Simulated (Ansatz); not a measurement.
Born–Oppenheimer molecular dynamics of a periodic cell of 40 atoms, H₃CCl (contents 8 CH3Cl, density as packed 1.14 g/cm³ with natural masses). It goes on from the last frame of an earlier run, with new velocities.

Computed with DFT PBE-D3(BJ), scalar-relativistic, plane waves, PAW in Ansatz. Settings: cutoff 420 eV, k mesh 1x1x1, fermi-dirac smearing 0.05 eV, no spin polarisation.

```json
{"ensemble": "NVT, Langevin thermostat", "time step": "0.5 fs", "steps asked": "400", "set temperature": "1000 K", "friction": "0.02 /fs", "seed": "188655"}
```

Frames 0.5 fs apart, positions in Å, forces in eV/Å.

Velocities at 110.0 fs (Å/ps):

```
C -2.43 1.30 -13.88
Cl -3.79 2.71 -1.20
H -9.38 2.88 -5.85
H -9.46 27.94 7.81
H -10.67 -41.29 -37.83
C -1.86 9.87 11.74
Cl -5.55 1.63 -11.74
H 9.29 6.37 43.77
H 30.41 24.36 -69.02
H -5.53 43.09 7.22
C 5.60 -8.62 4.06
Cl 9.26 -1.90 -0.14
H -55.58 20.03 -13.93
H 40.97 7.10 -14.06
H -2.32 9.30 -5.86
C -12.15 12.62 -2.97
Cl -1.90 5.02 2.59
H -25.90 64.97 -13.13
H -25.25 9.54 6.83
H -22.61 -14.41 -74.26
C -0.90 17.48 12.77
Cl 2.19 -4.65 -9.87
H 21.65 -9.83 -32.54
H -7.07 -22.51 33.58
H -25.63 -20.83 14.01
C -3.66 1.26 -18.48
Cl 3.10 0.88 6.75
H -31.66 -31.57 -54.30
H -17.68 -28.03 14.44
H -22.20 -16.73 -14.58
C -13.81 18.92 -15.69
Cl -6.36 1.70 -3.46
H -11.32 -0.86 18.92
H -35.48 9.62 -35.73
H -53.03 0.02 6.27
C -4.77 0.83 3.94
Cl -13.48 -0.13 -3.72
H 6.22 -7.16 27.68
H 8.48 11.96 -0.84
H -42.72 -9.20 -28.71
```

```xyz
40
Lattice="8.3815 0.0000 0.0000 0.0000 8.3815 0.0000 0.0000 0.0000 8.3815" Properties=species:S:1:pos:R:3:forces:R:3 time_fs=110.0 energy_less_start_eV=0.115 T=1117
C 3.525 2.839 6.154 5.13 -2.30 2.17
Cl 4.617 4.181 5.895 0.35 1.36 0.01
H 3.991 2.148 5.456 -1.20 -0.44 -0.39
H 3.856 2.384 7.151 -0.85 0.68 -0.74
H 2.555 3.109 6.145 -3.36 0.71 -0.47
C 0.847 0.560 7.452 -2.65 -0.02 -2.81
Cl 1.401 0.416 9.075 0.16 -0.05 -0.23
H 0.044 1.391 7.359 1.42 -0.98 0.11
H 1.654 0.714 6.690 -0.24 0.21 0.78
H 0.282 -0.380 7.050 0.92 1.14 1.06
C 6.190 6.284 2.189 -0.18 -0.23 1.43
Cl 5.367 7.862 2.961 0.28 -1.74 -0.67
H 5.733 6.000 1.176 0.80 0.72 1.47
H 7.140 6.772 2.285 1.02 -0.05 -1.39
H 6.372 5.405 2.933 -1.33 1.32 -0.95
C 4.264 7.605 6.200 2.32 1.04 -1.63
Cl 5.756 7.176 7.156 -0.78 0.77 0.16
H 4.315 8.594 5.675 0.46 -0.56 0.81
H 4.355 6.887 5.432 -0.27 -0.87 -1.16
H 3.325 7.514 6.619 -1.71 -0.38 1.91
C 1.003 0.183 3.662 0.13 -2.17 3.68
Cl 2.162 -1.069 2.929 -0.86 0.62 1.58
H 1.338 0.470 4.744 0.02 -0.85 -1.47
H 1.089 1.097 3.189 -0.15 1.62 -1.75
H -0.026 -0.235 3.865 0.78 0.30 -0.94
C 0.567 4.099 3.876 -0.74 -1.03 0.54
Cl 0.320 4.260 5.684 -0.55 -0.37 -1.11
H -0.344 4.097 3.245 0.20 0.17 0.74
H 1.247 4.853 3.637 0.78 1.74 -0.58
H 1.127 3.197 3.694 -0.01 -0.76 0.15
C 3.804 3.858 2.134 0.66 1.78 2.62
Cl 3.730 2.275 3.092 0.60 0.96 -1.61
H 2.777 4.081 1.986 -0.86 -0.02 -0.57
H 4.125 4.665 2.897 -0.25 -1.34 -0.78
H 4.413 4.102 1.249 0.09 -1.43 0.00
C 1.326 5.223 0.130 2.02 2.25 -1.82
Cl 0.841 3.681 0.664 -0.74 -1.28 0.13
H 0.852 6.064 0.622 -0.61 0.10 0.12
H 2.401 5.411 0.281 0.11 -0.40 0.70
H 1.366 5.346 -0.986 -0.88 -0.24 0.91
40
Lattice="8.3815 0.0000 0.0000 0.0000 8.3815 0.0000 0.0000 0.0000 8.3815" Properties=species:S:1:pos:R:3:forces:R:3 time_fs=110.5 energy_less_start_eV=0.304 T=1109
C 3.524 2.840 6.147 4.80 -2.08 2.33
Cl 4.616 4.183 5.895 0.30 1.36 -0.03
H 3.983 2.150 5.453 -1.02 -0.57 -0.46
H 3.849 2.399 7.153 -0.85 0.61 -0.80
H 2.545 3.090 6.124 -3.17 0.71 -0.47
C 0.846 0.565 7.457 -1.93 0.24 -3.50
Cl 1.398 0.416 9.069 0.30 -0.10 0.02
H 0.051 1.391 7.380 1.30 -0.80 0.00
H 1.670 0.727 6.657 -0.89 0.07 1.43
H 0.280 -0.358 7.054 0.83 0.87 0.97
C 6.193 6.279 2.191 0.08 0.28 0.98
Cl 5.372 7.861 2.961 0.31 -1.73 -0.63
H 5.706 6.010 1.172 1.04 0.72 1.74
H 7.161 6.774 2.276 0.42 -0.34 -1.42
H 6.369 5.411 2.928 -1.27 1.11 -0.77
C 4.258 7.612 6.199 2.61 1.54 -1.93
Cl 5.755 7.178 7.158 -0.94 0.80 0.11
H 4.302 8.625 5.669 0.47 -1.13 1.04
H 4.344 6.891 5.435 -0.12 -0.84 -1.27
H 3.312 7.507 6.584 -1.99 -0.38 2.15
C 1.002 0.191 3.669 -0.34 -3.46 3.73
Cl 2.163 -1.071 2.924 -0.92 0.72 1.61
H 1.347 0.463 4.727 0.09 -0.76 -1.01
H 1.086 1.087 3.206 -0.10 2.50 -2.28
H -0.038 -0.245 3.870 1.17 0.53 -0.96
C 0.564 4.100 3.866 -1.61 -1.72 0.53
Cl 0.322 4.260 5.688 -0.57 -0.41 -1.29
H -0.359 4.082 3.219 0.62 0.27 1.07
H 1.239 4.840 3.643 1.24 2.29 -0.78
H 1.117 3.190 3.686 -0.01 -0.67 0.19
C 3.797 3.868 2.127 0.23 1.32 3.03
Cl 3.727 2.276 3.090 0.62 1.06 -1.65
H 2.769 4.079 1.994 -0.99 -0.01 -0.63
H 4.105 4.670 2.878 -0.08 -1.13 -0.51
H 4.388 4.101 1.252 0.47 -1.30 -0.57
C 1.324 5.224 0.132 2.10 2.27 -2.15
Cl 0.835 3.681 0.662 -0.70 -1.26 0.14
H 0.853 6.061 0.636 -0.62 0.10 0.08
H 2.405 5.417 0.283 -0.10 -0.47 0.58
H 1.343 5.341 -1.002 -0.77 -0.19 1.40
40
Lattice="8.3815 0.0000 0.0000 0.0000 8.3815 0.0000 0.0000 0.0000 8.3815" Properties=species:S:1:pos:R:3:forces:R:3 time_fs=111.0 energy_less_start_eV=0.490 T=1107
C 3.524 2.840 6.141 4.06 -1.72 2.41
Cl 4.614 4.185 5.895 0.25 1.36 -0.07
H 3.974 2.152 5.449 -0.82 -0.71 -0.56
H 3.839 2.416 7.151 -0.82 0.50 -0.76
H 2.529 3.073 6.101 -2.59 0.62 -0.45
C 0.845 0.571 7.462 -1.25 0.46 -3.94
Cl 1.395 0.418 9.063 0.45 -0.16 0.27
H 0.060 1.388 7.403 1.08 -0.52 -0.11
H 1.684 0.740 6.626 -1.35 -0.03 1.92
H 0.280 -0.332 7.062 0.67 0.52 0.82
C 6.195 6.275 2.194 0.30 0.91 0.45
Cl 5.377 7.861 2.960 0.35 -1.74 -0.59
H 5.683 6.018 1.171 1.23 0.70 1.90
H 7.183 6.776 2.264 -0.13 -0.61 -1.41
H 6.362 5.421 2.917 -1.18 0.76 -0.46
C 4.252 7.620 6.197 2.61 1.74 -2.07
Cl 5.755 7.181 7.159 -1.08 0.83 0.06
H 4.290 8.652 5.667 0.48 -1.52 1.18
H 4.334 6.891 5.439 0.01 -0.73 -1.32
H 3.296 7.497 6.552 -1.99 -0.35 2.24
C 1.002 0.198 3.677 -0.78 -4.45 3.41
Cl 2.164 -1.073 2.920 -0.96 0.80 1.63
H 1.356 0.454 4.707 0.22 -0.64 -0.38
H 1.086 1.082 3.218 -0.07 3.08 -2.64
H -0.050 -0.254 3.871 1.49 0.73 -0.96
C 0.560 4.099 3.856 -2.15 -2.27 0.55
Cl 0.323 4.260 5.691 -0.61 -0.45 -1.47
H -0.368 4.068 3.194 0.88 0.37 1.30
H 1.235 4.830 3.650 1.56 2.67 -0.92
H 1.109 3.183 3.676 -0.04 -0.57 0.24
C 3.790 3.878 2.120 -0.33 0.81 3.28
Cl 3.724 2.277 3.087 0.64 1.14 -1.68
H 2.758 4.077 2.001 -0.99 -0.02 -0.68
H 4.084 4.673 2.856 0.12 -0.83 -0.16
H 4.364 4.100 1.254 0.81 -1.17 -1.10
C 1.322 5.226 0.134 2.10 2.25 -2.39
Cl 0.828 3.679 0.660 -0.66 -1.22 0.14
H 0.854 6.058 0.650 -0.62 0.09 0.03
H 2.408 5.420 0.290 -0.27 -0.52 0.44
H 1.320 5.337 -1.018 -0.63 -0.13 1.84
40
Lattice="8.3815 0.0000 0.0000 0.0000 8.3815 0.0000 0.0000 0.0000 8.3815" Properties=species:S:1:pos:R:3:forces:R:3 time_fs=111.5 energy_less_start_eV=0.632 T=1055
C 3.524 2.839 6.135 3.01 -1.28 2.42
Cl 4.613 4.187 5.894 0.20 1.34 -0.10
H 3.964 2.153 5.447 -0.59 -0.88 -0.69
H 3.827 2.433 7.148 -0.77 0.38 -0.67
H 2.508 3.054 6.076 -1.78 0.51 -0.39
C 0.844 0.577 7.465 -0.59 0.69 -4.19
Cl 1.393 0.419 9.057 0.60 -0.22 0.51
H 0.073 1.386 7.426 0.81 -0.17 -0.24
H 1.698 0.753 6.598 -1.68 -0.11 2.27
H 0.280 -0.304 7.072 0.47 0.08 0.61
C 6.198 6.270 2.196 0.48 1.65 -0.14
Cl 5.382 7.860 2.959 0.39 -1.74 -0.56
H 5.664 6.027 1.174 1.36 0.65 1.99
H 7.205 6.777 2.248 -0.61 -0.84 -1.36
H 6.354 5.433 2.904 -1.06 0.30 -0.04
C 4.247 7.628 6.195 2.26 1.67 -2.04
Cl 5.754 7.183 7.161 -1.21 0.86 0.01
H 4.281 8.673 5.668 0.49 -1.76 1.22
H 4.322 6.886 5.443 0.13 -0.55 -1.28
H 3.274 7.488 6.525 -1.63 -0.26 2.19
C 1.000 0.203 3.686 -1.14 -4.91 2.66
Cl 2.165 -1.075 2.916 -1.00 0.86 1.65
H 1.366 0.443 4.685 0.41 -0.47 0.38
H 1.087 1.083 3.223 -0.08 3.15 -2.72
H -0.060 -0.263 3.870 1.72 0.89 -0.92
C 0.556 4.098 3.846 -2.33 -2.54 0.51
Cl 0.324 4.260 5.694 -0.64 -0.50 -1.61
H -0.375 4.056 3.171 1.04 0.46 1.47
H 1.234 4.827 3.656 1.64 2.77 -0.96
H 1.104 3.177 3.665 -0.08 -0.44 0.29
C 3.782 3.889 2.115 -0.80 0.26 3.36
Cl 3.722 2.278 3.085 0.65 1.22 -1.70
H 2.747 4.075 2.008 -1.00 -0.04 -0.72
H 4.063 4.675 2.834 0.34 -0.45 0.26
H 4.341 4.097 1.252 1.07 -1.06 -1.54
C 1.321 5.228 0.136 2.07 2.16 -2.51
Cl 0.823 3.678 0.658 -0.63 -1.17 0.13
H 0.856 6.054 0.665 -0.63 0.10 -0.01
H 2.410 5.421 0.301 -0.40 -0.55 0.31
H 1.296 5.333 -1.027 -0.48 -0.07 2.13
40
Lattice="8.3815 0.0000 0.0000 0.0000 8.3815 0.0000 0.0000 0.0000 8.3815" Properties=species:S:1:pos:R:3:forces:R:3 time_fs=112.0 energy_less_start_eV=0.703 T=1058
C 3.526 2.839 6.129 1.81 -0.82 2.34
Cl 4.611 4.189 5.894 0.16 1.31 -0.14
H 3.951 2.152 5.446 -0.33 -1.06 -0.84
H 3.811 2.449 7.143 -0.68 0.24 -0.50
H 2.485 3.035 6.048 -0.87 0.43 -0.30
C 0.843 0.583 7.467 0.07 0.93 -4.27
Cl 1.391 0.419 9.052 0.74 -0.29 0.74
H 0.090 1.388 7.448 0.47 0.20 -0.36
H 1.707 0.765 6.576 -1.88 -0.18 2.51
H 0.279 -0.276 7.083 0.20 -0.41 0.37
C 6.200 6.266 2.199 0.62 2.46 -0.72
Cl 5.386 7.859 2.959 0.44 -1.73 -0.53
H 5.648 6.040 1.183 1.43 0.57 1.96
H 7.224 6.777 2.229 -1.01 -1.03 -1.27
H 6.344 5.445 2.891 -0.92 -0.24 0.45
C 4.242 7.638 6.192 1.64 1.31 -2.01
Cl 5.754 7.186 7.164 -1.33 0.89 -0.05
H 4.270 8.691 5.672 0.52 -1.90 1.23
H 4.309 6.879 5.442 0.22 -0.23 -1.09
H 3.247 7.479 6.505 -1.00 -0.13 2.03
C 0.998 0.207 3.695 -1.36 -4.88 1.66
Cl 2.166 -1.077 2.912 -1.03 0.90 1.65
H 1.377 0.430 4.668 0.60 -0.30 1.10
H 1.085 1.089 3.221 -0.12 2.84 -2.55
H -0.065 -0.268 3.864 1.81 0.98 -0.84
C 0.551 4.097 3.836 -2.03 -2.38 0.43
Cl 0.326 4.259 5.697 -0.68 -0.54 -1.74
H -0.378 4.046 3.151 1.10 0.53 1.58
H 1.239 4.832 3.659 1.34 2.45 -0.90
H 1.099 3.171 3.656 -0.12 -0.31 0.34
C 3.774 3.898 2.111 -1.21 -0.31 3.34
Cl 3.720 2.280 3.083 0.66 1.29 -1.71
H 2.736 4.074 2.014 -1.03 -0.05 -0.75
H 4.045 4.676 2.812 0.57 -0.02 0.70
H 4.319 4.093 1.249 1.29 -0.98 -1.92
C 1.320 5.231 0.137 1.94 2.10 -2.45
Cl 0.817 3.676 0.657 -0.61 -1.13 0.12
H 0.856 6.052 0.679 -0.60 0.06 -0.06
H 2.411 5.418 0.313 -0.50 -0.55 0.16
H 1.268 5.329 -1.031 -0.31 0.01 2.28
```

Of the whole run (200 fs, mean temperature of the second half 1107 K): The mean temperature of the second half is 11 % above the set value. A run of 0.2 ps of so small a system gives no equilibrium averages. Limits of this set-up: coarse k mesh.

The run took 18 min on 1 thread of Intel(R) Xeon(R) Platinum 8488C (Sapphire Rapids), on a shared host, peak memory 0.59 GiB.
